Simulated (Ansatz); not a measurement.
`[NH2][SnH2][SiH2]O` + `BO[SiH2]S` → `O[SiH2]O[SiH2]S` + `[BH2][SnH2][NH2]`  (redistribution)

Gas-phase electronic energies from Ansatz, PBE0-D4/def2-TZVP geometries. CCSD(T)/CBS adds triple-zeta CCSD(T) − MP2 to the extrapolated MP2 energy (def2 sets, frozen cores). DFT in def2-TZVPP. B3LYP here is the variant with VWN-RPA as its local correlation; programs differ in this. def2 core potentials past Kr. For Sn outer-core shells are correlated without core-valence functions, which leaves a few kJ/mol of doubt a bond. Each species was taken in one conformer, which may not be the lowest.

| level | ΔE (kJ/mol) | difference from CCSD(T)/CBS |
| --- | --- | --- |
| PBE-D4 | 68.8 | 26.1 |
| r2SCAN-D4 | 53.2 | 10.5 |
| PBE0-D4 | 57.4 | 14.7 |
| ωB97X-V | 44.9 | 2.2 |
| ωB97M-V | 47.3 | 4.6 |
| B2PLYP | 48.1 | 5.4 |
| r2SCAN | 53.6 | 10.9 |
| PBE0 | 58.3 | 15.6 |
| B3LYP | 53.2 | 10.5 |
| MP2/def2-TZVPP | 42.1 | -0.6 |
| SCS-MP2/def2-TZVPP | 36.3 | -6.4 |
| CCSD/def2-TZVPP | 35.5 | -7.2 |
| MP2/def2-QZVPP | 42.5 | -0.2 |
| SCS-MP2/def2-QZVPP | 36.7 | -6.0 |
| MP2/CBS(def2) | 44.0 | 1.3 |
| CCSD/CBS(def2) | 37.3 | -5.4 |
| CCSD(T)/CBS | 42.7 | 0 |

Largest T1 diagnostic among the species: 0.013.

In def2-TZVPP, CCSD(T) changes the Hartree–Fock value by +24.0 kJ/mol (the triples alone add +5.4 kJ/mol) and MP2 by +25.3 kJ/mol. From PBE to PBE0 (25 % exact exchange), in def2-TZVPP and without D4, ΔE moves by −11.3 kJ/mol.
